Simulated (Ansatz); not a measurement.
This singlet lies 0.97 eV below the relaxed triplet at the level frozen-core CCSD(T)/cc-pVTZ // PBE0-D3(BJ)/def2-TZVP (Ansatz, a quantum-chemistry and plane-wave program).

Computed with PBE0-D3(BJ)/def2-TZVP in Ansatz. No frequencies were computed at this level.

Ansatz 0.2 input:
```yaml
crystal:
  periodic: [false, false, false]
  atoms:
    - { symbol: Si, position_ang: [-0.620784, 0.105067, -0.035224] }
    - { symbol: Si, position_ang: [1.299387, -1.152161, 0.152876] }
    - { symbol: Cl, position_ang: [2.901995, 0.173593, 0.047249] }
    - { symbol: H, position_ang: [-0.796038, 1.542395, -0.299633] }
    - { symbol: H, position_ang: [-1.421787, -0.550882, -1.085004] }
    - { symbol: H, position_ang: [-1.362773, -0.118012, 1.219735] }
basis:
  gaussian: { orbitals: def2-tzvp }
hamiltonian:
  xc: pbe0
  dispersion: d3bj
relax:
  max_steps: 150
```

Output:

```
[...]
936 factors; their error is unknown
mean field -28316.36737923 eV, -1040.6073076635 hartree, gradient 6.1e-5 eV, S^2 0.000000; 0 other end points of the search recorded, 0 dependent functions left out
reference -28316.36740895 eV, -1040.6073087557 hartree; 24, 24 occupied and 105, 105 virtual orbitals, 936 factors
relax step   8: F+E_penalty+E_count = -28316.50909573 eV  Δ(F+E_penalty+E_count) = +1.034e-3 eV  max|allowed force component| = 2.805e-1 eV/Å  Δτ_max = 0.1956 Å  (33 SCF iters, rejected (line search))
these checks for a lower state are left out or cut short: starts, cluster_reference, orbital_swaps, neighbouring_geometries, increment
936 factors; their error is unknown
mean field -28316.36923093 eV, -1040.6073757124 hartree, gradient 1.5e-5 eV, S^2 0.000000; 0 other end points of the search recorded, 0 dependent functions left out
reference -28316.36926091 eV, -1040.6073768141 hartree; 24, 24 occupied and 105, 105 virtual orbitals, 936 factors
relax step   9: F+E_penalty+E_count = -28316.51092590 eV  Δ(F+E_penalty+E_count) = -7.958e-4 eV  max|allowed force component| = 3.828e-2 eV/Å  Δτ_max = 0.0623 Å  (29 SCF iters, accepted)
these checks for a lower state are left out or cut short: starts, cluster_reference, orbital_swaps, neighbouring_geometries, increment
936 factors; their error is unknown
mean field evaluation 64: about -28316.2672 eV, gradient 9.5e-2 eV
mean field -28316.37121749 eV, -1040.6074487171 hartree, gradient 2.6e-5 eV, S^2 0.000000; 0 other end points of the search recorded, 0 dependent functions left out
reference -28316.37124727 eV, -1040.6074498114 hartree; 24, 24 occupied and 105, 105 virtual orbitals, 936 factors
relax step  10: F+E_penalty+E_count = -28316.51290167 eV  Δ(F+E_penalty+E_count) = -1.976e-3 eV  max|allowed force component| = 1.098e-1 eV/Å  Δτ_max = 0.0976 Å  (30 SCF iters, accepted)
these checks for a lower state are left out or cut short: starts, cluster_reference, orbital_swaps, neighbouring_geometries, increment
936 factors; their error is unknown
mean field -28316.37191651 eV, -1040.6074744055 hartree, gradient 8.8e-6 eV, S^2 0.000000; 0 other end points of the search recorded, 0 dependent functions left out
reference -28316.37194621 eV, -1040.6074754971 hartree; 24, 24 occupied and 105, 105 virtual orbitals, 936 factors
relax step  11: F+E_penalty+E_count = -28316.51386048 eV  Δ(F+E_penalty+E_count) = -9.588e-4 eV  max|allowed force component| = 2.143e-1 eV/Å  Δτ_max = 0.0739 Å  (29 SCF iters, accepted)
these checks for a lower state are left out or cut short: starts, cluster_reference, orbital_swaps, neighbouring_geometries, increment
936 factors; their error is unknown
mean field -28316.37377951 eV, -1040.6075428695 hartree, gradient 7.3e-5 eV, S^2 0.000000; 0 other end points of the search recorded, 0 dependent functions left out
reference -28316.37380924 eV, -1040.6075439621 hartree; 24, 24 occupied and 105, 105 virtual orbitals, 936 factors
relax step  12: F+E_penalty+E_count = -28316.51573006 eV  Δ(F+E_penalty+E_count) = -1.870e-3 eV  max|allowed force component| = 1.589e-1 eV/Å  Δτ_max = 0.0429 Å  (26 SCF iters, accepted)
these checks for a lower state are left out or cut short: starts, cluster_reference, orbital_swaps, neighbouring_geometries, increment
936 factors; their error is unknown
mean field -28316.37704709 eV, -1040.6076629510 hartree, gradient 1.6e-5 eV, S^2 0.000000; 0 other end points of the search recorded, 0 dependent functions left out
reference -28316.37707678 eV, -1040.6076640419 hartree; 24, 24 occupied and 105, 105 virtual orbitals, 936 factors
relax step  13: F+E_penalty+E_count = -28316.52001684 eV  Δ(F+E_penalty+E_count) = -4.287e-3 eV  max|allowed force component| = 1.283e-1 eV/Å  Δτ_max = 0.1308 Å  (31 SCF iters, accepted)
these checks for a lower state are left out or cut short: starts, cluster_reference, orbital_swaps, neighbouring_geometries, increment
936 factors; their error is unknown
mean field -28316.37846382 eV, -1040.6077150148 hartree, gradient 8.3e-5 eV, S^2 0.000000; 0 other end points of the search recorded, 0 dependent functions left out
reference -28316.37849347 eV, -1040.6077161044 hartree; 24, 24 occupied and 105, 105 virtual orbitals, 936 factors
relax step  14: F+E_penalty+E_count = -28316.52177097 eV  Δ(F+E_penalty+E_count) = -1.754e-3 eV  max|allowed force component| = 8.419e-2 eV/Å  Δτ_max = 0.0326 Å  (27 SCF iters, accepted)
these checks for a lower state are left out or cut short: starts, cluster_reference, orbital_swaps, neighbouring_geometries, increment
936 factors; their error is unknown
mean field evaluation 96: about -28316.2768 eV, gradient 2.1e-3 eV
mean field -28316.38130722 eV, -1040.6078195078 hartree, gradient 6.1e-5 eV, S^2 0.000000; 0 other end points of the search recorded, 0 dependent functions left out
reference -28316.38133688 eV, -1040.6078205977 hartree; 24, 24 occupied and 105, 105 virtual orbitals, 936 factors
relax step  15: F+E_penalty+E_count = -28316.52474070 eV  Δ(F+E_penalty+E_count) = -2.970e-3 eV  max|allowed force component| = 1.425e-1 eV/Å  Δτ_max = 0.1305 Å  (32 SCF iters, accepted)
these checks for a lower state are left out or cut short: starts, cluster_reference, orbital_swaps, neighbouring_geometries, increment
936 factors; their error is unknown
mean field -28316.38404245 eV, -1040.6079200257 hartree, gradient 2.4e-5 eV, S^2 0.000000; 0 other end points of the search recorded, 0 dependent functions left out
reference -28316.38407205 eV, -1040.6079211132 hartree; 24, 24 occupied and 105, 105 virtual orbitals, 936 factors
relax step  16: F+E_penalty+E_count = -28316.52764378 eV  Δ(F+E_penalty+E_count) = -2.903e-3 eV  max|allowed force component| = 2.748e-2 eV/Å  Δτ_max = 0.0633 Å  (30 SCF iters, accepted)
these checks for a lower state are left out or cut short: starts, cluster_reference, orbital_swaps, neighbouring_geometries, increment
936 factors; their error is unknown
mean field -28316.38469742 eV, -1040.6079440952 hartree, gradient 9.5e-6 eV, S^2 0.000000; 0 other end points of the search recorded, 0 dependent functions left out
reference -28316.38472704 eV, -1040.6079451838 hartree; 24, 24 occupied and 105, 105 virtual orbitals, 936 factors
relax step  17: F+E_penalty+E_count = -28316.52827229 eV  Δ(F+E_penalty+E_count) = -6.285e-4 eV  max|allowed force component| = 1.489e-2 eV/Å  Δτ_max = 0.0424 Å  (31 SCF iters, accepted)
these checks for a lower state are left out or cut short: starts, cluster_reference, orbital_swaps, neighbouring_geometries, increment
936 factors; their error is unknown
mean field -28316.38212499 eV, -1040.6078495603 hartree, gradient 6.2e-5 eV, S^2 0.000000; 0 other end points of the search recorded, 0 dependent functions left out
reference -28316.38215449 eV, -1040.6078506444 hartree; 24, 24 occupied and 105, 105 virtual orbitals, 936 factors
relax step  18: F+E_penalty+E_count = -28316.52601902 eV  Δ(F+E_penalty+E_count) = +2.253e-3 eV  max|allowed force component| = 2.093e-1 eV/Å  Δτ_max = 0.1259 Å  (32 SCF iters, rejected (line search))
these checks for a lower state are left out or cut short: starts, cluster_reference, orbital_swaps, neighbouring_geometries, increment
936 factors; their error is unknown
mean field -28316.38452981 eV, -1040.6079379357 hartree, gradient 6.2e-5 eV, S^2 0.000000; 0 other end points of the search recorded, 0 dependent functions left out
reference -28316.38455941 eV, -1040.6079390236 hartree; 24, 24 occupied and 105, 105 virtual orbitals, 936 factors
relax step  19: F+E_penalty+E_count = -28316.52820466 eV  Δ(F+E_penalty+E_count) = +6.763e-5 eV  max|allowed force component| = 3.084e-2 eV/Å  Δτ_max = 0.0097 Å  (27 SCF iters, rejected (line search))
these checks for a lower state are left out or cut short: starts, cluster_reference, orbital_swaps, neighbouring_geometries, increment
936 factors; their error is unknown
mean field evaluation 128: about -28316.3848 eV, gradient 1.9e-5 eV
mean field -28316.38477291 eV, -1040.6079468695 hartree, gradient 6.1e-5 eV, S^2 0.000000; 0 other end points of the search recorded, 0 dependent functions left out
reference -28316.38480254 eV, -1040.6079479584 hartree; 24, 24 occupied and 105, 105 virtual orbitals, 936 factors
relax step  20: F+E_penalty+E_count = -28316.52833909 eV  Δ(F+E_penalty+E_count) = -6.680e-5 eV  max|allowed force component| = 6.735e-3 eV/Å  Δτ_max = 0.0048 Å  (28 SCF iters, accepted)
these checks for a lower state are left out or cut short: starts, cluster_reference, orbital_swaps, neighbouring_geometries, increment
936 factors; their error is unknown
mean field -28316.38484925 eV, -1040.6079496749 hartree, gradient 1.5e-5 eV, S^2 0.000000; 0 other end points of the search recorded, 0 dependent functions left out
reference -28316.38487887 eV, -1040.6079507633 hartree; 24, 24 occupied and 105, 105 virtual orbitals, 936 factors
relax step  21: F+E_penalty+E_count = -28316.52847877 eV  Δ(F+E_penalty+E_count) = -1.397e-4 eV  max|allowed force component| = 7.755e-2 eV/Å  Δτ_max = 0.0845 Å  (30 SCF iters, accepted)
these checks for a lower state are left out or cut short: starts, cluster_reference, orbital_swaps, neighbouring_geometries, increment
936 factors; their error is unknown
mean field -28316.38510807 eV, -1040.6079591863 hartree, gradient 6.7e-5 eV, S^2 0.000000; 0 other end points of the search recorded, 0 dependent functions left out
reference -28316.38513771 eV, -1040.6079602757 hartree; 24, 24 occupied and 105, 105 virtual orbitals, 936 factors
relax step  22: F+E_penalty+E_count = -28316.52872607 eV  Δ(F+E_penalty+E_count) = -2.473e-4 eV  max|allowed force component| = 2.648e-2 eV/Å  Δτ_max = 0.0241 Å  (28 SCF iters, accepted)
these checks for a lower state are left out or cut short: starts, cluster_reference, orbital_swaps, neighbouring_geometries, increment
936 factors; their error is unknown
mean field -28316.38512165 eV, -1040.6079596855 hartree, gradient 1.9e-5 eV, S^2 0.000000; 0 other end points of the search recorded, 0 dependent functions left out
reference -28316.38515129 eV, -1040.6079607745 hartree; 24, 24 occupied and 105, 105 virtual orbitals, 936 factors
relax step  23: F+E_penalty+E_count = -28316.52877345 eV  Δ(F+E_penalty+E_count) = -4.738e-5 eV  max|allowed force component| = 1.330e-2 eV/Å  Δτ_max = 0.0037 Å  (25 SCF iters, accepted)
these checks for a lower state are left out or cut short: starts, cluster_reference, orbital_swaps, neighbouring_geometries, increment
936 factors; their error is unknown
mean field -28316.38515676 eV, -1040.6079609757 hartree, gradient 6.3e-5 eV, S^2 0.000000; 0 other end points of the search recorded, 0 dependent functions left out
reference -28316.38518638 eV, -1040.6079620642 hartree; 24, 24 occupied and 105, 105 virtual orbitals, 936 factors
relax step  24: F+E_penalty+E_count = -28316.52880899 eV  Δ(F+E_penalty+E_count) = -3.554e-5 eV  max|allowed force component| = 3.102e-3 eV/Å  Δτ_max = 0.0107 Å  (28 SCF iters, accepted)
these checks for a lower state are left out or cut short: starts, cluster_reference, orbital_swaps, neighbouring_geometries, increment
936 factors; their error is unknown
mean field -28316.38516965 eV, -1040.6079614493 hartree, gradient 6.4e-5 eV, S^2 0.000000; 0 other end points of the search recorded, 0 dependent functions left out
reference -28316.38519925 eV, -1040.6079625373 hartree; 24, 24 occupied and 105, 105 virtual orbitals, 936 factors
relax step  25: F+E_penalty+E_count = -28316.52881373 eV  Δ(F+E_penalty+E_count) = -4.734e-6 eV  max|allowed force component| = 1.020e-2 eV/Å  Δτ_max = 0.0136 Å  (28 SCF iters, accepted)
these checks for a lower state are left out or cut short: starts, cluster_reference, orbital_swaps, neighbouring_geometries, increment
936 factors; their error is unknown
mean field evaluation 160: about -28316.3851 eV, gradient 1.2e-1 eV
mean field -28316.38509675 eV, -1040.6079587702 hartree, gradient 6.2e-5 eV, S^2 0.000000; 0 other end points of the search recorded, 0 dependent functions left out
reference -28316.38512632 eV, -1040.6079598570 hartree; 24, 24 occupied and 105, 105 virtual orbitals, 936 factors
relax step  26: F+E_penalty+E_count = -28316.52878230 eV  Δ(F+E_penalty+E_count) = +3.142e-5 eV  max|allowed force component| = 9.288e-3 eV/Å  Δτ_max = 0.0105 Å  (28 SCF iters, rejected (line search))
these checks for a lower state are left out or cut short: starts, cluster_reference, orbital_swaps, neighbouring_geometries, increment
936 factors; their error is unknown
mean field -28316.38518688 eV, -1040.6079620825 hartree, gradient 7.2e-5 eV, S^2 0.000000; 0 other end points of the search recorded, 0 dependent functions left out
reference -28316.38521648 eV, -1040.6079631702 hartree; 24, 24 occupied and 105, 105 virtual orbitals, 936 factors
relax step  27: F+E_penalty+E_count = -28316.52882373 eV  Δ(F+E_penalty+E_count) = -1.000e-5 eV  max|allowed force component| = 2.252e-3 eV/Å  Δτ_max = 0.0017 Å  (21 SCF iters, accepted)
936 factors; their error is unknown
mean field -28316.38518688 eV, -1040.6079620825 hartree, gradient 7.2e-5 eV, S^2 0.000000; 1 other end points of the search recorded, 0 dependent functions left out
reference -28316.38521648 eV, -1040.6079631702 hartree; 24, 24 occupied and 105, 105 virtual orbitals, 936 factors
Total energy: -28316.52885333 eV, -1040.6132417271 hartree
Atom 0 at    -0.656432     0.021420    -0.137943 Å, force    -0.002252     0.001411     0.000597 eV/Å
Atom 1 at     1.449347    -1.125805    -0.420812 Å, force    -0.000437     0.000042    -0.000193 eV/Å
Atom 2 at     2.501376     0.248099     0.746462 Å, force    -0.000354     0.000081    -0.000016 eV/Å
Atom 3 at    -0.524479     1.413084    -0.656229 Å, force     0.001321     0.000067    -0.000276 eV/Å
Atom 4 at    -1.787495    -0.641292    -0.847041 Å, force     0.000782    -0.001149    -0.000484 eV/Å
Atom 5 at    -0.982317     0.084494     1.315562 Å, force     0.000940    -0.000452     0.000372 eV/Å
Dipole moment:    -0.099612    -0.104739    -0.093634 e Å
```

Cost: roughly 60 core-seconds.
